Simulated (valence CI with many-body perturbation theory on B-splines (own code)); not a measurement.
Nd²⁸⁺: electric-dipole lines

Computed by configuration interaction combined with many-body perturbation theory (CI+MBPT): four valence electrons over a frozen Dirac-Fock core [Ar] 3d10, a basis of 11 s, 11 p, 10 d, 8 f, 5 g, 2 h functions for each j, with the one-electron correlation potential Σ1 (screened to all orders), the two-electron term Σ2, the three-electron term Σ3, Breit, model QED; selected single and double excitations, second order for the rest, scaled by the run's own slope (own B-spline code, finite nucleus).

No measured spectrum was set against this ion. As an estimate, large intervals hold to a few tenths of a per cent, small ones and those within an open d or f shell to about a per cent. Among the levels kept, up to 340 cm⁻¹ of a level comes from second order outside the variational space, and about a tenth of that is noise between levels of different J, which matters for small intervals.

Lines 51 to 100 of 556 in falling wavelength, among levels below 2878200 cm⁻¹, chosen from the strongest by gf and those to the six lowest levels. Wavelengths and rates use the calculated energies. Electric multipoles are in the length gauge, E1 and E2 with the static RPA response of the core. Weak lines are less certain than strong ones. Lines between different terms over intervals too small for the method are left out, as are lines whose strength nearly cancels. Where a level lies close to another of its J and parity, the split of strength between their lines is uncertain. The highest levels of a list are the least certain.

Levels are named by their leading jj configuration (3d3/2^4 stands for four electrons in 3d with j = 3/2), which in mixed levels can hold well under half, so a name can repeat and another be missing. Letters in brackets count levels of one name in rising energy.

| λ vac (Å) | Upper | Lower | A (s⁻¹) | log gf | Branch % |
| --- | --- | --- | --- | --- | --- |
| 143.9 | (4s^2 4p1/2 4d5/2) J=3 | (4s^2 4p3/2^2) J=2 | 1.03e+09 | -1.65 | 1.1 |
| 142.5 | (4p1/2 4p3/2^2 4d5/2) J=4 [a] | (4s 4p1/2 4p3/2 4d5/2) J=3 [d] | 1.02e+10 | -0.55 | 11.4 |
| 142.1 | (4s^2 4p1/2 4d3/2) J=1 | (4s^2 4p3/2^2) J=2 | 6.75e+08 | -2.21 | 0.1 |
| 141.5 | (4s 4p1/2 4p3/2^2) J=2 [a] | (4s^2 4p1/2 4p3/2) J=1 | 1.18e+10 | -0.75 | 92.4 |
| 140.5 | (4s^2 4p1/2 4d5/2) J=2 | (4s^2 4p3/2^2) J=2 | 1.65e+08 | -2.61 | 0.1 |
| 140.4 | (4p1/2 4p3/2^2 4d5/2) J=4 [b] | (4s 4p1/2 4p3/2 4d5/2) J=3 [d] | 1.11e+10 | -0.53 | 7.2 |
| 140.0 | (4p1/2 4p3/2^2 4d5/2) J=5 | (4s 4p1/2 4p3/2 4d5/2) J=4 [d] | 1.31e+10 | -0.37 | 25.7 |
| 139.8 | (4s 4p3/2^2 4d5/2) J=5 | (4s^2 4p3/2 4d5/2) J=4 | 1.98e+10 | -0.20 | 100.0 |
| 138.2 | (4s 4p1/2 4p3/2 4f7/2) J=4 [b] | (4s^2 4p1/2 4f7/2) J=4 | 7.38e+09 | -0.72 | 4.3 |
| 137.6 | (4s 4p3/2^2 4d5/2) J=4 [b] | (4s^2 4p3/2 4d5/2) J=3 | 1.53e+10 | -0.41 | 6.4 |
| 137.2 | (4s 4p1/2 4p3/2^2) J=3 | (4s^2 4p1/2 4p3/2) J=2 | 7.78e+09 | -0.81 | 59.6 |
| 135.6 | (4s 4p3/2^2 4d3/2) J=4 | (4s^2 4p3/2 4d3/2) J=3 | 1.21e+10 | -0.52 | 2.9 |
| 135.5 | (4p1/2 4p3/2^2 4d5/2) J=2 [b] | (4s 4p1/2 4p3/2 4d5/2) J=1 [b] | 1.87e+10 | -0.59 | 9.8 |
| 135.2 | (4s 4p3/2^2 4d5/2) J=3 [a] | (4s^2 4p3/2 4d5/2) J=2 | 1.11e+10 | -0.67 | 5.3 |
| 135.1 | (4s 4p1/2 4p3/2 4d5/2) J=2 [a] | (4s^2 4p1/2 4d3/2) J=2 | 2.51e+10 | -0.46 | 24.3 |
| 134.7 | (4p1/2 4p3/2^2 4d5/2) J=2 [c] | (4s 4p1/2 4p3/2 4d5/2) J=2 [e] | 1.25e+10 | -0.77 | 3.2 |
| 134.2 | (4s 4p3/2^2 4d5/2) J=2 [b] | (4s^2 4p3/2 4d5/2) J=1 | 3.07e+10 | -0.38 | 22.3 |
| 133.6 | (4p1/2 4p3/2^2 4d3/2) J=4 [b] | (4s 4p1/2 4p3/2 4d3/2) J=3 [b] | 9.28e+09 | -0.65 | 11.6 |
| 133.2 | (4p1/2 4p3/2^2 4d5/2) J=3 [b] | (4s 4p1/2 4p3/2 4d5/2) J=3 [e] | 1.85e+10 | -0.46 | 7.9 |
| 132.9 | (4p1/2 4p3/2^2 4d5/2) J=3 [c] | (4s 4p1/2 4p3/2 4d5/2) J=2 [d] | 1.61e+10 | -0.52 | 9.8 |
| 132.8 | (4p1/2 4p3/2^2 4d5/2) J=3 [a] | (4s 4p1/2 4p3/2 4d5/2) J=2 [b] | 1.37e+10 | -0.59 | 11.7 |
| 132.4 | (4s 4p1/2 4d3/2 4d5/2) J=3 [a] | (4s 4p1/2 4p3/2 4d5/2) J=3 [c] | 1.97e+10 | -0.44 | 5.3 |
| 131.2 | (4s 4p1/2 4p3/2 4d5/2) J=3 [d] | (4s^2 4p1/2 4d5/2) J=2 | 6.10e+10 | 0.04 | 54.1 |
| 131.2 | (4s 4p3/2^3) J=2 | (4s^2 4p3/2^2) J=2 | 3.84e+10 | -0.31 | 61.5 |
| 130.8 | (4s 4p3/2^2 4d5/2) J=3 [b] | (4s^2 4p3/2 4d5/2) J=2 | 1.08e+10 | -0.71 | 3.4 |
| 130.3 | (4p1/2 4p3/2^3) J=2 | (4s 4p1/2 4p3/2^2) J=2 [b] | 3.27e+10 | -0.38 | 29.8 |
| 130.1 | (4p1/2^2 4p3/2 4d5/2) J=3 | (4s 4p1/2^2 4d5/2) J=2 | 2.03e+10 | -0.44 | 12.8 |
| 129.2 | (4s 4p1/2 4p3/2 4d3/2) J=3 [b] | (4s^2 4p1/2 4d3/2) J=2 | 3.15e+10 | -0.26 | 41.3 |
| 129.0 | (4p1/2 4p3/2^2 4d5/2) J=4 [b] | (4s 4p1/2 4p3/2 4d5/2) J=3 [b] | 8.90e+09 | -0.70 | 5.8 |
| 128.9 | (4s 4p1/2 4p3/2 4d5/2) J=4 [d] | (4s^2 4p1/2 4d5/2) J=3 | 4.49e+10 | 0.00 | 87.0 |
| 128.1 | (4s 4p3/2^2 4d5/2) J=3 [d] | (4s^2 4p3/2 4d5/2) J=3 | 4.29e+10 | -0.13 | 8.3 |
| 127.2 | (4s 4p3/2^2 4d5/2) J=3 [c] | (4s^2 4p3/2 4d5/2) J=2 | 1.34e+10 | -0.64 | 4.5 |
| 127.1 | (4s 4p1/2 4p3/2^2) J=2 [b] | (4s^2 4p1/2 4p3/2) J=2 | 2.89e+10 | -0.46 | 87.0 |
| 126.9 | (4s 4p1/2 4p3/2 4d3/2) J=2 [c] | (4s^2 4p1/2 4d3/2) J=1 | 5.11e+10 | -0.21 | 11.1 |
| 126.1 | (4s 4p3/2^3) J=1 | (4s^2 4p3/2^2) J=0 | 1.88e+10 | -0.87 | 6.3 |
| 125.8 | (4p1/2 4p3/2^2 4d5/2) J=2 [b] | (4s 4p1/2 4p3/2 4d5/2) J=3 [d] | 2.52e+10 | -0.52 | 13.3 |
| 125.6 | (4p1/2^2 4p3/2 4d3/2) J=2 | (4s 4p1/2^2 4d3/2) J=2 | 1.69e+10 | -0.70 | 19.8 |
| 125.6 | (4s 4p3/2^2 4d3/2) J=2 [b] | (4s^2 4p3/2 4d3/2) J=1 | 1.84e+10 | -0.66 | 3.8 |
| 125.5 | (4s 4p3/2^2 4d3/2) J=2 [c] | (4s^2 4p3/2 4d5/2) J=2 | 1.49e+10 | -0.76 | 3.1 |
| 125.4 | (4p1/2 4p3/2^2 4d3/2) J=2 [b] | (4s 4p1/2 4p3/2 4d3/2) J=3 [b] | 4.35e+10 | -0.29 | 21.1 |
| 124.8 | (4s 4p3/2^2 4d5/2) J=2 [a] | (4s^2 4p3/2 4d3/2) J=3 | 3.44e+10 | -0.40 | 9.4 |
| 124.8 | (4s 4p3/2^2 4d3/2) J=1 [c] | (4s^2 4p3/2 4d3/2) J=1 | 2.83e+10 | -0.70 | 6.3 |
| 124.7 | (4s 4p1/2 4p3/2^2) J=1 [a] | (4s^2 4p1/2 4p3/2) J=2 | 3.81e+08 | -2.57 | 0.3 |
| 124.4 | (4s 4p1/2 4p3/2^2) J=0 | (4s^2 4p1/2 4p3/2) J=1 | 5.70e+10 | -0.88 | 100.0 |
| 123.9 | (4s 4p3/2^2 4d5/2) J=3 [a] | (4s^2 4p3/2 4d3/2) J=2 | 1.33e+10 | -0.67 | 6.3 |
| 123.9 | (4s 4p1/2^2 4p3/2) J=1 | (4s^2 4p1/2^2) J=0 | 6.35e+10 | -0.36 | 83.6 |
| 123.8 | (4p1/2^2 4p3/2 4d5/2) J=4 | (4s 4p1/2^2 4d5/2) J=3 | 2.93e+10 | -0.22 | 30.8 |
| 123.3 | (4p1/2^2 4p3/2 4d3/2) J=3 | (4s 4p1/2^2 4d3/2) J=2 | 1.98e+10 | -0.50 | 21.6 |
| 123.3 | (4s 4p1/2 4p3/2^2) J=2 [b] | (4s^2 4p1/2 4p3/2) J=1 | 1.09e+09 | -1.91 | 3.3 |
| 123.0 | (4p1/2 4p3/2^2 4d3/2) J=1 [d] | (4s 4p1/2 4p3/2 4d3/2) J=2 [c] | 2.65e+10 | -0.74 | 5.7 |

How does gf follow from A for the line at 142.1 Å?

gf = 1.4992 × (2J+1)_upper × A / σ², with σ = 703546 cm⁻¹ and 2J+1 = 3: gf = 0.00613.
